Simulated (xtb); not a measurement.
anisole (C₇H₈O), singlet, at a GFN2-xTB geometry. Base run: xtb with GFN2-xTB.

Geometry (Å):
```xyz
16

C     -2.7656     0.2447    -0.1244
O     -1.6869    -0.4649    -0.6807
C     -0.4267    -0.1869    -0.2404
C      0.5985    -0.9261    -0.8328
C      1.9101    -0.7229    -0.4594
C      2.2242     0.2186     0.5091
C      1.2109     0.9513     1.0967
C     -0.1114     0.7566     0.7303
H     -3.6570    -0.1381    -0.6192
H     -2.8491     0.0715     0.9536
H     -2.6816     1.3200    -0.3142
H      0.3351    -1.6538    -1.5842
H      2.6935    -1.3017    -0.9259
H      3.2510     0.3776     0.8014
H      1.4437     1.6875     1.8524
H     -0.8807     1.3439     1.2070
```
All else is at xtb's defaults.
Base energy -23.11320 Eh.

The base run was repeated with changes; each row names its change, and settings that it needs were set with it.

```json
[
 {"change": "base", "ΔE vs base (mEh)": "0.000", "HOMO-LUMO gap (eV)": "4.27", "dipole (D)": "1.42", "G_solv (kcal/mol)": "-", "SCF cycles": "11"},
 {"change": "etemp = 5000", "ΔE vs base (mEh)": "-0.639", "HOMO-LUMO gap (eV)": "4.27", "dipole (D)": "1.43", "G_solv (kcal/mol)": "-", "SCF cycles": "11"},
 {"change": "acc = 1000", "ΔE vs base (mEh)": "0.006", "HOMO-LUMO gap (eV)": "4.26", "dipole (D)": "1.42", "G_solv (kcal/mol)": "-", "SCF cycles": "6"},
 {"change": "acc = 0.1", "ΔE vs base (mEh)": "0.000", "HOMO-LUMO gap (eV)": "4.27", "dipole (D)": "1.42", "G_solv (kcal/mol)": "-", "SCF cycles": "13"},
 {"change": "alpb = thf", "ΔE vs base (mEh)": "-10.511", "HOMO-LUMO gap (eV)": "4.27", "dipole (D)": "1.52", "G_solv (kcal/mol)": "-6.75", "SCF cycles": "11"},
 {"change": "etemp = 1000", "ΔE vs base (mEh)": "0.000", "HOMO-LUMO gap (eV)": "4.27", "dipole (D)": "1.42", "G_solv (kcal/mol)": "-", "SCF cycles": "11"},
 {"change": "etemp = 10000", "ΔE vs base (mEh)": "-20.303", "HOMO-LUMO gap (eV)": "4.34", "dipole (D)": "1.64", "G_solv (kcal/mol)": "-", "SCF cycles": "11"},
 {"change": "acc = 30", "ΔE vs base (mEh)": "0.000", "HOMO-LUMO gap (eV)": "4.27", "dipole (D)": "1.41", "G_solv (kcal/mol)": "-", "SCF cycles": "8"},
 {"change": "gbsa = thf", "ΔE vs base (mEh)": "-9.561", "HOMO-LUMO gap (eV)": "4.25", "dipole (D)": "1.53", "G_solv (kcal/mol)": "-6.06", "SCF cycles": "12"}
]
```

ALPB and GBSA are two models with their own fitted parameters for each solvent, which aren't always the measured dielectric constant.
